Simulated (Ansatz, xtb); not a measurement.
**Two isomers of C6H7Cl**

We compare X, `CC1=CC/C1=C\Cl`, a singlet, with Y, `ClC1=CC[C@@H]2C[C@H]12`, a singlet. Both are isolated molecules in the gas phase, relaxed with B3LYP/def2-SVP; the shapes shown needn't be the lowest conformers.

X (Å):

```xyz
14

C    -2.1706   -1.6899   -1.9307
C    -1.5769   -1.4301   -0.5892
C    -1.8232   -1.8503    0.6775
C    -0.6964   -1.0265    1.2975
C    -0.4524   -0.5778   -0.1479
C     0.4120    0.2395   -0.7550
Cl    1.6503    1.1124    0.1111
H    -3.0110   -2.3970   -1.8661
H    -2.5403   -0.7561   -2.3881
H    -1.4197   -2.1093   -2.6221
H    -2.5600   -2.5323    1.1084
H     0.1333   -1.5932    1.7539
H    -0.9990   -0.2212    1.9887
H     0.4128    0.4247   -1.8311
```

Y (Å):

| atom | x (Å) | y (Å) | z (Å) |
| --- | --- | --- | --- |
| C | -1.0018 | 0.3303 | -0.7130 |
| C | -2.2618 | -0.1157 | -0.5938 |
| C | -2.2932 | -1.6294 | -0.5671 |
| C | -0.8144 | -2.0335 | -0.5651 |
| C | 0.0597 | -1.5771 | 0.5715 |
| C | 0.0136 | -0.7627 | -0.7047 |
| Cl | -0.5133 | 1.9966 | -0.8102 |
| H | -3.1461 | 0.5172 | -0.5071 |
| H | -2.8149 | -2.0313 | -1.4552 |
| H | -2.8355 | -2.0201 | 0.3133 |
| H | -0.5231 | -2.9413 | -1.0997 |
| H | 0.9672 | -2.1582 | 0.7601 |
| H | -0.4041 | -1.1508 | 1.4671 |
| H | 0.8991 | -0.6824 | -1.3410 |

Energies in hartree; the thermal terms are from GFN2-xTB frequencies at re-optimised GFN2-xTB minima (ideal gas, soft modes damped towards free rotors, one conformer each, 298.15 K, 1 atm) and include the zero-point energy:

```
                              X           Y
E, CCSD(T)/def2-SVP  −691.426487  −691.451365
    E, MP2/def2-SVP  −691.325675  −691.355697
  E, MP2/def2-TZVPP  −691.961383  −691.989321
  zero-point energy     0.107853     0.111015
       H(298 K) − E     0.116388     0.117974
       G(298 K) − E     0.075363     0.080780
```

Task: Correct the CCSD(T) difference for the basis set by the MP2 change, then work out ΔE, ΔE₀, ΔH and ΔG for X → Y in kcal/mol (1 Eh = 627.51 kcal/mol) and the equilibrium ratio [Y]/[X].

Result: 1. Differences Y − X: CCSD(T) −0.024878, MP2 in the small set −0.030022, MP2 in the large set −0.027938 Eh.
2. ΔE = −0.024878 + (−0.027938 − (−0.030022)) = −0.022794 Eh = −14.30 kcal/mol.
3. ΔE₀ = ΔE + ΔZPE = −0.022794 + (+0.003162) Eh = −12.32 kcal/mol.
4. ΔH = ΔE + (+0.001586) Eh = −13.31 kcal/mol.
5. ΔG = ΔE + (+0.005417) Eh = −10.90 kcal/mol, so ΔS = (ΔH − ΔG)/T = −33.7 J/(mol K).
6. kT = 0.9442 mEh, so K = [Y]/[X] = exp(−ΔG/kT) = exp(+18.40) ≈ 9.8 × 10^7.

Structure Y is favoured at this temperature. An error of 1 kcal/mol in ΔG would change K by a factor of 5.4. Mirror images and further conformers aren't counted.

As drawn, Y has 2 C–C in place of 1 C=C. Structure X has a 4-membered ring, Y a 3-membered ring and a 5-membered ring.

Other levels gave ΔE = −23.7 (GFN2-xTB); −29.3 (HF/STO-3G, GFN2-xTB geometries); −16.0 (r2SCAN-D4/def2-SVP, GFN2-xTB geometries); −11.5 (B3LYP/def2-SVP); −13.0 (HF/def2-SVP); −18.8 (MP2/def2-SVP); −15.6 (CCSD(T)/def2-SVP) kcal/mol. The correlated steps freeze 11 core orbitals. Programs: Ansatz 0.2.0, xtb 6.7.1.
